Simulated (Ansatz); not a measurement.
`C#C[Si](F)(F)Cl` + CH₃SH → `CS[Si](F)(F)Cl` + acetylene at 400 K and 1 bar (ligand exchange at the Si–C bond).

Program: Ansatz. Geometries: PBE0-D4/def2-TZVP. ΔE: electronic, gas phase. CBS: MP2 limit from def2 TZ/QZ plus the TZ coupled-cluster correction, frozen cores. This one scheme is used for every species. One conformer a species, not always the lowest.

```json
{"species": "`C#C[Si](F)(F)Cl`", "CCSD(T)/CBS energy (Eh)": "-1025.29095", "H − E (kJ/mol)": "104.0", "S (J/(mol·K))": "379.8"}
{"species": "CH₃SH", "CCSD(T)/CBS energy (Eh)": "-438.22835", "H − E (kJ/mol)": "138.7", "S (J/(mol·K))": "269.4"}
{"species": "`CS[Si](F)(F)Cl`", "CCSD(T)/CBS energy (Eh)": "-1386.30078", "H − E (kJ/mol)": "161.9", "S (J/(mol·K))": "417.9"}
{"species": "`C#C`", "CCSD(T)/CBS energy (Eh)": "-77.22717", "H − E (kJ/mol)": "85.5", "S (J/(mol·K))": "213.8"}
```

H − E and S are ideal-gas, rigid-rotor, harmonic terms from PBE0-D4/def2-TZVP, for one conformer and one mirror image of each species. 1 Eh = 2625.50 kJ/mol, R = 8.31446 J/(mol·K).

By hand: ΔE, ΔH, ΔS and ΔG.

ΔE = (-1386.30078) + (-77.22717) − (-1025.29095) − (-438.22835) = -0.00865 Eh = -22.7 kJ/mol. Δ(H − E) = 161.9 + 85.5 − 104.0 − 138.7 = 4.7, so ΔH = -18.0 kJ/mol. ΔS = 417.9 + 213.8 − 379.8 − 269.4 = -17.5 J/(mol·K). ΔG = -18.0 − 400 × (-17.5)/1000 = -11.0 kJ/mol.

By hand: the equilibrium constant, and the temperature at which ΔG would vanish if ΔH and ΔS stayed fixed.

log₁₀ K = −ΔG/(RT ln 10) = 1.4. ΔG = 0 at ΔH/ΔS = 1029 K, though so small a ΔS makes that figure unsure.

TΔS isn't small against ΔH here. A doubt of 5 kJ/mol in ΔE shifts log₁₀ K by 0.7 here. Other conformers and mirror images would add mixing entropy, several J/(mol·K) or more a flexible species. Modes under 60 cm⁻¹, often nearly free rotors, make the harmonic entropy too high. These are equilibria of isolated gas molecules and say nothing of rates. Largest T1 diagnostic: 0.013 (customary marks: 0.02 for closed shells, 0.045 for open ones).
